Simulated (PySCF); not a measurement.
Molecule (SMILES): PP (P2H4).
Geometry (B3LYP-D3(BJ)/def2-TZVP, fixed):
```xyz
6

P     -1.0203    -0.4713    -0.0535
P      1.0203     0.4711     0.0549
H     -1.5176     0.2567     1.0604
H     -1.5148     0.4895    -0.9757
H      1.5219    -0.4987     0.9637
H      1.5105    -0.2449    -1.0699
```

Basis-set convergence of the isotropic shielding of H3 at PBE with PySCF. GIAO, no density fitting; atoms are numbered in the order shown. All functions are spherical. No added dispersion term, no relativity. Reference: the value in pcseg-3, 28.77 ppm. Deviations are taken from unrounded values.

```csv
basis,functions,isotropic shielding of H3 (ppm),minus reference (ppm)
pcseg-0,34,30.36,1.59
pcseg-1,56,28.91,0.14
aug-pcseg-1,90,29.01,0.23
pcseg-2,124,28.81,0.04
aug-pcseg-2,192,28.85,0.08
pcseg-3,260,28.77,0.00
```

The smallest set listed that lies within 0.2 ppm of the reference with all its larger relatives (same family, alike in diffuse functions; a set with none counts only in the reference's own line) is pcseg-1 (56 functions, 0.14 ppm off). Inside, with no larger relative to test it: aug-pcseg-2.
